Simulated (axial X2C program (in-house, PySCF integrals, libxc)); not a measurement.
# What spin–orbit coupling does to TeF⁻

All values were computed with an in-house all-electron X2C program for linear molecules (integrals from PySCF). Spin-free means the one-electron spin-free X2C Hamiltonian; two-component (2c) means X2C with spin–orbit coupling and atomic mean-field two-electron Coulomb and Gaunt terms, so the difference of the two also holds small scalar two-electron terms. Basis: Te dyall-acv3z [12s13p9d5f1g], F dyall-av3z [7s6p3d2f] (cores contracted in-house); Gaussian nuclei, density fitting, unrestricted open shells. Masses: Te 129.906 u, F 18.998 u.

Spin-free state: M_S = 0, Λ = 0 (closed shell); fragments Te + F-.

```json
{"level": "PBE0", "Re (Å)": "1.993", "ωe (cm⁻¹)": "512.8", "De (eV)": "2.610", "μ (D)": "-1.28"}
{"level": "HF", "Re (Å)": "1.964", "ωe (cm⁻¹)": "545.6", "De (eV)": "1.824", "μ (D)": "-1.45"}
{"level": "MP2", "Re (Å)": "2.002", "ωe (cm⁻¹)": "512.5", "De (eV)": "2.389", "μ (D)": "n/a"}
{"level": "CCSD", "Re (Å)": "1.996", "ωe (cm⁻¹)": "514.9", "De (eV)": "2.490", "μ (D)": "n/a"}
{"level": "CCSD(T)", "Re (Å)": "2.005", "ωe (cm⁻¹)": "503.3", "De (eV)": "n/a", "μ (D)": "n/a"}
{"level": "M06", "Re (Å)": "2.000", "ωe (cm⁻¹)": "495.0", "De (eV)": "2.607", "μ (D)": "-1.34"}
```

Correlated methods: 14 electrons correlated (number of frozen shells: Te 4 s, 3 p, 2 d; F 1 s), 276 virtual spin orbitals or spinors in MP2, 88 natural virtuals in coupled cluster.

Dipoles are positive if F is the positive end and refer to the centre of mass.

Two-component determinant lowest at the distance of the search:

Ω = 0 (closed shell); fragments Te + F-.

```json
{"level": "PBE0", "Re (Å)": "2.004", "ωe (cm⁻¹)": "494.0", "De (eV)": "2.407", "μ (D)": "-1.39"}
{"level": "HF", "Re (Å)": "1.973", "ωe (cm⁻¹)": "528.3", "De (eV)": "n/a", "μ (D)": "-1.55"}
{"level": "MP2", "Re (Å)": "2.011", "ωe (cm⁻¹)": "496.3", "De (eV)": "2.152", "μ (D)": "n/a"}
{"level": "CCSD", "Re (Å)": "2.006", "ωe (cm⁻¹)": "498.4", "De (eV)": "2.245", "μ (D)": "n/a"}
{"level": "CCSD(T)", "Re (Å)": "2.015", "ωe (cm⁻¹)": "486.7", "De (eV)": "n/a", "μ (D)": "n/a"}
{"level": "M06", "Re (Å)": "2.013", "ωe (cm⁻¹)": "471.8", "De (eV)": "2.313", "μ (D)": "-1.47"}
```

(1) From the two tables, how do the constants change at the CCSD(T) level (2c against spin-free)?

The state is one determinant whose occupation by symmetry is held fixed; it was picked as the lowest of a PBE0 search that is not exhaustive. The closed shell is kept restricted, so the energy runs too high when the bond is stretched far. Dissociation energies refer to the lowest single-determinant-based atoms at the same level and basis. De is not given where an atomic determinant may have missed its ground term or J level, or where the truncated virtual space spoils (T). CCSD and (T) use frozen natural virtuals with an MP2 correction for the truncation; (T) itself is uncorrected, so its De runs slightly low. Without a current term, density functionals place determinants with orbital angular momentum somewhat too high. The highest occupied level of some functionals is positive through self-interaction error; at Hartree–Fock it is bound. With the outer-core shells frozen, correlated bond lengths of heavy atoms tend to come out a few hundredths of an ångström too long. Hartree–Fock gets electron affinities wrong, so its lowest charge split need not be the true one.

Answers

(1) At the CCSD(T) level Re goes up by 0.010 Å and ωe drops by 16.6 cm⁻¹.
